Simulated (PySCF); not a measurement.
C$_{4}$H$_{9}$LiO (SMILES [Li][O]C(C)(C)C), singlet, at a GFN2-xTB geometry (such geometries of metal compounds can be far from the true shape); PySCF with DF-PBE0/6-31G*.

The PySCF input:
```python
from pyscf import gto, scf, dft

mol = gto.Mole()
mol.atom = '''
    Li    0.952825    1.839100    1.901016
    O     0.432552    0.834893    0.863001
    C    -0.035026   -0.067605   -0.069881
    C     1.009963   -1.173501   -0.300873
    C    -1.341387   -0.709986    0.429250
    C    -0.307909    0.649476   -1.403933
    H     0.658894   -1.895049   -1.033882
    H     1.208243   -1.683966    0.639096
    H     1.936718   -0.725713   -0.653071
    H    -1.155500   -1.218008    1.373067
    H    -1.725533   -1.425014   -0.293488
    H    -2.084437    0.066966    0.595546
    H     0.611900    1.106872   -1.761945
    H    -1.045512    1.433593   -1.247299
    H    -0.677517   -0.046428   -2.152459
'''
mol.basis = '6-31g*'
mol.charge = 0
mol.spin = 0
mol.verbose = 4
mol.build()

mf = dft.RKS(mol)
mf.xc = 'pbe0'
mf = mf.density_fit(auxbasis='def2-universal-jkfit')
mf.kernel()
```

It wrote (shortened):

```
PySCF version 2.14.0

[INPUT] verbose = 4
[INPUT] num. atoms = 15
[INPUT] num. electrons = 44
[INPUT] charge = 0
[INPUT] spin (= nelec alpha-beta = 2S) = 0
[INPUT] symmetry False subgroup None
[INPUT] Mole.unit = angstrom
[INPUT] Symbol           X                Y                Z      unit          X                Y                Z       unit  Magmom
[INPUT]  1 Li     0.952825000000   1.839100000000   1.901016000000 AA    1.800578294639   3.475395315688   3.592399598416 Bohr   0.0
[INPUT]  2 O      0.432552000000   0.834893000000   0.863001000000 AA    0.817404814633   1.577719113316   1.630835535226 Bohr   0.0
[INPUT]  3 C     -0.035026000000  -0.067605000000  -0.069881000000 AA   -0.066189547239  -0.127754934651  -0.132055951311 Bohr   0.0
[INPUT]  4 C      1.009963000000  -1.173501000000  -0.300873000000 AA    1.908553465944  -2.217595496903  -0.568567568276 Bohr   0.0
[INPUT]  5 C     -1.341387000000  -0.709986000000   0.429250000000 AA   -2.534854057052  -1.341679092275   0.811164938970 Bohr   0.0
[INPUT]  6 C     -0.307909000000   0.649476000000  -1.403933000000 AA   -0.581863681289   1.227331764478  -2.653048867239 Bohr   0.0
[INPUT]  7 H      0.658894000000  -1.895049000000  -1.033882000000 AA    1.245129205119  -3.581123602631  -1.953753825118 Bohr   0.0
[INPUT]  8 H      1.208243000000  -1.683966000000   0.639096000000 AA    2.283248361923  -3.182234543079   1.207716407305 Bohr   0.0
[INPUT]  9 H      1.936718000000  -0.725713000000  -0.653071000000 AA    3.659866600515  -1.371398815036  -1.234125329896 Bohr   0.0
[INPUT] 10 H     -1.155500000000  -1.218008000000   1.373067000000 AA   -2.183578536935  -2.301701537529   2.594720580678 Bohr   0.0
[INPUT] 11 H     -1.725533000000  -1.425014000000  -0.293488000000 AA   -3.260784788899  -2.692886183671  -0.554611940846 Bohr   0.0
[INPUT] 12 H     -2.084437000000   0.066966000000   0.595546000000 AA   -3.939015053910   0.126547399658   1.125418834580 Bohr   0.0
[INPUT] 13 H      0.611900000000   1.106872000000  -1.761945000000 AA    1.156323415621   2.091684934950  -3.329593496547 Bohr   0.0
[INPUT] 14 H     -1.045512000000   1.433593000000  -1.247299000000 AA   -1.975731339946   2.709098144094  -2.357053505444 Bohr   0.0
[INPUT] 15 H     -0.677517000000  -0.046428000000  -2.152459000000 AA   -1.280321574737  -0.087736204511  -4.067558004355 Bohr   0.0

nuclear repulsion = 212.29350732396
number of shells = 54
number of NR pGTOs = 198
number of NR cGTOs = 102
basis = 6-31g*
ecp = {}

******** <class 'pyscf.df.df_jk.DFRKS'> ********
method = DFRKS
initial guess = minao
damping factor = 0
level_shift factor = 0
DIIS = <class 'pyscf.scf.diis.CDIIS'>
diis_start_cycle = 1
diis_space = 8
diis_damp = 0
SCF conv_tol = 1e-09
SCF conv_tol_grad = None
SCF max_cycles = 50
direct_scf = False
XC library pyscf.dft.libxc version 7.1.2
    S. Lehtola, C. Steigemann, M. J. T. Oliveira, and M. A. L. Marques,  SoftwareX 7, 1–5 (2018)
XC functionals = pbe0
    C. Adamo and V. Barone,  J. Chem. Phys. 110, 6158 (1999)
    M. Ernzerhof and G. E. Scuseria,  J. Chem. Phys. 110, 5029 (1999)
radial grids:
    Treutler-Ahlrichs [JCP 102, 346 (1995); DOI:10.1063/1.469408] (M4) radial grids

becke partition: Becke, JCP 88, 2547 (1988); DOI:10.1063/1.454033
pruning grids: <function nwchem_prune>
grids dens level: 3
symmetrized grids: False
atomic radii adjust function: <function treutler_atomic_radii_adjust>
small_rho_cutoff = 0
Set gradient conv threshold to 3.16228e-05
Initial guess from minao.
tot grids = 172552
******** <class 'pyscf.df.df.DF'> ********
auxbasis = def2-universal-jkfit
init E= -240.561975092077
  HOMO = -0.361633052498825  LUMO = -0.0869399362197245  gap/eV = 7.47478
cycle= 1 E= -240.107449950758  delta_E= 0.455  |g|= 0.978  |ddm|= 3.15

WARN: HOMO 0.00628630552975323 == LUMO 0.00629082194197952

cycle= 2 E= -237.337260866552  delta_E= 2.77  |g|= 2.81  |ddm|= 3.11
  HOMO = -0.277435632237161  LUMO = -0.0248327608769654  gap/eV = 6.87367
cycle= 3 E= -240.277056683366  delta_E= -2.94  |g|= 0.414  |ddm|= 2.88
  HOMO = -0.221399954032998  LUMO = -0.0277706550501033  gap/eV = 5.26892
cycle= 4 E= -240.31177245663  delta_E= -0.0347  |g|= 0.179  |ddm|= 0.493
  HOMO = -0.207579671232492  LUMO = -0.0349598549543924  gap/eV = 4.69722
cycle= 5 E= -240.319895081054  delta_E= -0.00812  |g|= 0.0152  |ddm|= 0.171
  HOMO = -0.208821118703574  LUMO = -0.0354758061588001  gap/eV = 4.71697
cycle= 6 E= -240.319946781843  delta_E= -5.17e-05  |g|= 0.00529  |ddm|= 0.0162
  HOMO = -0.209992709235849  LUMO = -0.0358239302586845  gap/eV = 4.73937
cycle= 7 E= -240.31995235188  delta_E= -5.57e-06  |g|= 0.00211  |ddm|= 0.00676
  HOMO = -0.210061420052279  LUMO = -0.0358504320126816  gap/eV = 4.74052
cycle= 8 E= -240.319953097824  delta_E= -7.46e-07  |g|= 0.000789  |ddm|= 0.00164
  HOMO = -0.210189434369464  LUMO = -0.0358632972945658  gap/eV = 4.74366
cycle= 9 E= -240.319953232184  delta_E= -1.34e-07  |g|= 0.000182  |ddm|= 0.000803
  HOMO = -0.210219673579303  LUMO = -0.0358651412119428  gap/eV = 4.74443
cycle= 10 E= -240.319953239071  delta_E= -6.89e-09  |g|= 1.63e-05  |ddm|= 0.000185
  HOMO = -0.210223089811255  LUMO = -0.035866495936792  gap/eV = 4.74448
cycle= 11 E= -240.319953239156  delta_E= -8.56e-11  |g|= 4.55e-06  |ddm|= 3.05e-05
  HOMO = -0.210222453474639  LUMO = -0.0358661941360552  gap/eV = 4.74448
Extra cycle  E= -240.319953239155  delta_E= 9.09e-13  |g|= 5.36e-06  |ddm|= 9.81e-06
converged SCF energy = -240.319953239155
```
